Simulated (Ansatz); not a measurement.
Basis-set series for CH₅FSeSi (`C[SiH](F)[SeH]`). Total charge 0; spin multiplicity 1. The structure was optimised at the PBE0-D4/def2-TZVP level. It is one conformer, not always the lowest.

```csv
functional,basis,functions,energy (Eh),HOMO (eV),LUMO (eV)
PBE0-D4,def2-TZVPP,222,-2831.63667,-7.31,0.03
PBE0-D4,def2-QZVPP,423,-2831.70538,-7.33,-0.14
ωB97M-V,def2-TZVPP,222,-2831.97466,-9.48,1.86
ωB97M-V,def2-QZVPP,423,-2832.04069,-9.51,1.43
```

Task: Give the rows for def2-SVP. (Best estimate.)

Result: Computed: 
| functional | basis | functions | energy (Eh) | HOMO (eV) | LUMO (eV) |
| --- | --- | --- | --- | --- | --- |
| PBE0-D4 | def2-SVP | 103 | -2831.06174 | -7.19 | 0.31 |
| ωB97M-V | def2-SVP | 103 | -2831.39476 | -9.35 | 2.31 |

Positive LUMOs are unbound and depend on the basis. Scalar relativity is left out up to krypton.
